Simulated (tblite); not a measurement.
Compound: C4H8N2Si2.
Structure used (GFN2-xTB), in Å, numbered top down from 1:
```xyz
16
C4H8N2Si2 angstrom
C      3.0184   -0.0289   -0.2460
N      1.8750   -0.0482    0.2703
C      0.7108    0.0288   -0.5245
Si    -0.5664   -1.3761   -0.1346
C     -1.8917    0.0238    0.0771
C     -2.6945   -0.0496    1.2368
N     -3.3187   -0.1095    2.1977
Si    -0.5227    1.3979    0.0753
H      3.8793   -0.0903    0.4018
H      3.2053    0.0468   -1.3245
H      0.9489    0.1059   -1.6013
H     -0.8480   -2.2770   -1.2546
H     -0.2692   -2.0881    1.0986
H     -2.5509    0.0998   -0.7890
H     -0.7750    2.4652   -0.8954
H     -0.2085    1.9081    1.4010
```

Method: GFN2-xTB as coded in tblite; computed harmonic values from a numerical Hessian at the method's own geometry, unscaled. Errors from tens to a few hundred cm⁻¹ against measured bands are possible. Modes of hydrogen on silicon can be 10 to 20 % off. One conformer, not necessarily the lowest.

Harmonic wavenumbers (cm⁻¹): 26.7, 80.3, 130.1, 156.6, 208.2, 226.9, 291.6, 401.5, 422.4, 426.1, 464.6, 484.5, 489.2, 494.2, 565.4, 617.6, 622.1, 694.9, 711.1, 735.2, 748.9, 757.6, 788.6, 945.4, 954.6, 1050.2, 1063.7, 1066.7, 1150.8, 1173.7, 1283.6, 1420.8, 1713.8, 2251.3, 2255.4, 2343.4, 2348.0, 2378.0, 2763.3, 2854.1, 2954.3, 3078.9.

A = 2848, B = 888.4, C = 781.1 MHz; mass 140.023 u (most abundant isotopes); point group Cs, symmetry number 1.

Problem. Zero-point energy?

Solution. ½Σν̃ = 22797 cm⁻¹ = 272.71 kJ/mol.

Problem. Entropy at 298.15 K, 1 bar (ideal gas, RRHO, classical rotation)?

Solution. Translation 170.49, rotation 123.33, vibration 125.35: S = 419.2 J/(mol K).

Problem. And Cp and H(298.15 K) − H(0)?

Solution. Cp = 170.29 J/(mol K), of which vibrations give 137.03 (their classical limit is 42 R = 349.2); H(298.15 K) − H(0) = 29.87 kJ/mol without the zero-point energy, 19.96 from vibrations.

Problem. Which modes carry the vibrational entropy at 298.15 K?

Solution. 26.7 cm⁻¹: 25.36; 80.3 cm⁻¹: 16.25; 130.1 cm⁻¹: 12.32; 156.6 cm⁻¹: 10.84; 208.2 cm⁻¹: 8.62; 226.9 cm⁻¹: 7.96 J/(mol K); the other 36 give 44.01 together.

Problem. Blend soft modes into free rotors: weight 1/[1 + (100 cm⁻¹/ν̃)⁴] for the oscillator and the rest for a rotor with moment μB/(μ + B), μ = h/(8π²ν), B = 10⁻⁴⁴ kg m². What vibrational entropy results?

Solution. 114.69 J/(mol K) in place of 125.35, which changes −T·S at 298.15 K by +3.18 kJ/mol.

Problem. What must be added to the electronic energy to get the Gibbs energy at 298.15 K and 1 bar?

Solution. ZPE + [H(298.15 K) − H(0)] − T·S = 272.71 + 29.87 − 124.98 = 177.60 kJ/mol.

Problem. How do the functions run with temperature in this model?

Solution. 
```csv
T (K),S (J/(mol K)),Cp (J/(mol K)),H − H(0) (kJ/mol),G − H(0) (kJ/mol),ln q(vib)
50,249.8,52.8,2.11,-10.38,0.77
100,293.3,75.1,5.31,-24.02,1.92
373.15,460.5,197.8,43.71,-128.11,9.05
500,523.5,233.1,71.17,-190.60,12.44
750,627.5,279.1,135.67,-334.97,18.69
1000,712.1,308.5,209.38,-502.76,24.29
```

q(vib) and H(0) count from the zero-point level.

Hindered rotation and anharmonicity are outside this model. Other conformers, if any are populated, would add a mixing term that is left out.
